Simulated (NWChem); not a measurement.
System: GeHBr, singlet; SMILES [GeH][Br]

Here is an NWChem input.

```
start job
memory heap 200 mb stack 900 mb global 1100 mb
geometry units angstroms noautosym nocenter noautoz
  Ge     0.004315    -1.200131     0.000000
  H     -1.594241    -1.289616     0.000000
  Br     0.019008     1.141501     0.000000
end
basis spherical
  * library cc-pvtz
end
dft
  xc xcamb88 1.00 lyp 0.81 vwn_5 0.19 hfexch 1.00
  cam 0.33 cam_alpha 0.19 cam_beta 0.46
  iterations 150
end
property
  efieldgrad
end
task dft property
```

Low-valent species are run as closed-shell singlets; no triplet was tried in these runs. All runs use the structure optimised with PBE0/def2-SVP.

Vzz is the largest principal value of the second derivative of the potential at the nucleus (NWChem prints the opposite sign); η is the asymmetry. Non-relativistic.

Atoms are numbered as in the input.

Q: Predict the main results of this run. (CAM-B3LYP/cc-pVTZ.) Quantities: Vzz Ge1 (a.u.); η Ge1; Vzz Br3 (a.u.); η Br3.

A: 
| Item | Result |
|---|---|
| Vzz Ge1 (a.u.) | 4.018 |
| η Ge1 | 0.97 |
| Vzz Br3 (a.u.) | 3.156 |
| η Br3 | 0.95 |
